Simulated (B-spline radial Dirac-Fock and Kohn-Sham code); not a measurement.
How the levels of gold move as electrons are removed

Level of theory: Dirac-Fock energy differences between relaxed states, corrected for Breit and QED terms; a B-spline atomic structure program. Each ion is free and in its tabulated ground configuration. Electron correlation is not included.

Reference: Au⁵⁵⁺, [Ar] 3d6, with 1s 84341.1 eV, 2p1/2 17278.8 eV, 2p3/2 15445.4 eV, 3s 6613.9 eV, 3p1/2 6357.8 eV, Kα1 (K-L3) 68895.6 eV, Kβ1 (K-M3) 78431.2 eV, Lℓ (L3-M1) 8831.5 eV. Shifts from it, in eV (a dash: the subshell is empty, belongs to an open shell averaged over j, or its hole state is left out as unreliable):

| ion | configuration | 1s | 2p1/2 | 2p3/2 | 3s | 3p1/2 | Kα1 | Kβ1 | Lℓ |
| --- | --- | --- | --- | --- | --- | --- | --- | --- | --- |
| Au⁵⁶⁺ | [Ar] 3d5 | +188.5 | +183.6 | +181.4 | +134.9 | +137.5 | +7.12 | +56.09 | +46.53 |
| Au⁵⁷⁺ | [Ar] 3d4 | +379.5 | +369.5 | +365.0 | +271.0 | +276.4 | +14.57 | +113.36 | +93.97 |
| Au⁵⁸⁺ | [Ar] 3d3 | ? | ? | ? | ? | ? | ? | ? | ? |
| Au⁵⁹⁺ | [Ar] 3d2 | +768.8 | +747.7 | +738.3 | +546.8 | +558.0 | +30.49 | +231.44 | +191.57 |

**Question.** Give the missing shifts for Au⁵⁸⁺.

**Answer.** 1s +573.0, 2p1/2 +557.5, 2p3/2 +550.6, 3s +408.3, 3p1/2 +416.5, Kα1 +22.36, Kβ1 +171.81, Lℓ +142.32 (eV).

Over this range K (1s) moves by +768.8 eV and Kα1 by +30.5 eV: a line is a difference of two levels that shift in the same direction.

Values without a named source are computed, but for edge energies of neutral atoms, which are taken from tables.
